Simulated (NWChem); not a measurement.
System: NH$_{2}$SeF; SMILES F[Se]N

```xyz
5

Se     0.3774     0.0164     0.0000
F     -0.5396    -1.5220     0.0000
N     -0.8877     1.2493     0.0000
H     -1.4274     1.3810     0.8503
H     -1.4274     1.3810    -0.8503
```
Atoms are numbered in this order, from 1.

All runs: NWChem. Pople sets run with spherical d functions. STO-3G and 3-21G are far too small for this property and stand as cheap habits. All runs use the structure optimised with PBE0/def2-SVP. B3LYP is NWChem's, with the RPA form of VWN correlation. GIAO values for the isolated, static molecule; σ is the absolute isotropic shielding, δ = σ(reference) − σ with the isolated reference molecule computed at the same levels (19F: trichlorofluoromethane, 1H: tetramethylsilane, 15N: ammonia). Spin-orbit effects, on the heavy nuclei and on their neighbours, are missing.

```json
[
 {"level": "B3LYP/6-311G**", "σ Se1 (ppm)": "-323.1", "δ F2 (ppm)": "-262.8", "δ N3 (ppm)": "109.7", "δ H4 (ppm)": "5.16", "relative time": "10"},
 {"level": "Hartree-Fock/STO-3G", "σ Se1 (ppm)": "2142.5", "δ F2 (ppm)": "-128.5", "δ N3 (ppm)": "-27.7", "δ H4 (ppm)": "-0.09", "relative time": "1"},
 {"level": "KT2/pcSseg-1", "σ Se1 (ppm)": "-218.3", "δ F2 (ppm)": "-256.0", "δ N3 (ppm)": "106.0", "δ H4 (ppm)": "5.29", "relative time": "6"},
 {"level": "PBE/pcSseg-1", "σ Se1 (ppm)": "-311.9", "δ F2 (ppm)": "-254.6", "δ N3 (ppm)": "110.6", "δ H4 (ppm)": "5.23", "relative time": "6"},
 {"level": "B3LYP/6-31G*", "σ Se1 (ppm)": "120.0", "δ F2 (ppm)": "-217.6", "δ N3 (ppm)": "86.2", "δ H4 (ppm)": "4.75", "relative time": "8"}
]
```

Times are rough ratios from one shared machine.
